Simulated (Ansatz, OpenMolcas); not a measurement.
**A ladder of methods for BBrF2 (SMILES FB(F)Br)**

BBrF2: 4 atoms, total charge 0, spin state singlet. As SMILES, `FB(F)Br`. Geometry: relaxed at PBE0-D4/def2-TZVP.

Each level gives the vertical energy of the triplet above the singlet (eV). The values are calculated.

| level | kind | program | value (eV) | less CCSD(T)/aug-cc-pVDZ | CPU time (all runs) |
| --- | --- | --- | --- | --- | --- |
| SVWN5/aug-cc-pVDZ | LDA | Ansatz | 6.96 | -0.45 | 40 s |
| PBE/aug-cc-pVDZ | GGA | Ansatz | 6.83 | -0.58 | 82 s |
| M06-L/aug-cc-pVDZ | meta-GGA | OpenMolcas | 7.06 | -0.35 | 2.2 min |
| r2SCAN/aug-cc-pVDZ | meta-GGA | Ansatz | 7.03 | -0.38 | 3.5 min |
| BHLYP/aug-cc-pVDZ | global hybrid | Ansatz | 7.24 | -0.17 | 1.9 min |
| PBE0/aug-cc-pVDZ | global hybrid | OpenMolcas | 7.07 | -0.34 | 88 s |
| wB97X/aug-cc-pVDZ | range-separated hybrid | Ansatz | 7.29 | -0.12 | 4.7 min |
| CCSD(T)/aug-cc-pVDZ | coupled cluster or CI | Ansatz | 7.41 | 0.00 | 3.3 min |

Differences are taken from CCSD(T)/aug-cc-pVDZ for orientation; it has basis-set and higher-order errors of its own. All-electron rows without a relativistic Hamiltonian named are non-relativistic. Spin-orbit coupling, which can split open shells on such heavy atoms by tenths of an eV, is left out. The values span 6.83 to 7.41 eV. In the correlated wave-function rows the outer d shell of Br is correlated, in sets not made for it. CPU times are rough (shared hosts, several kinds of processor and program).
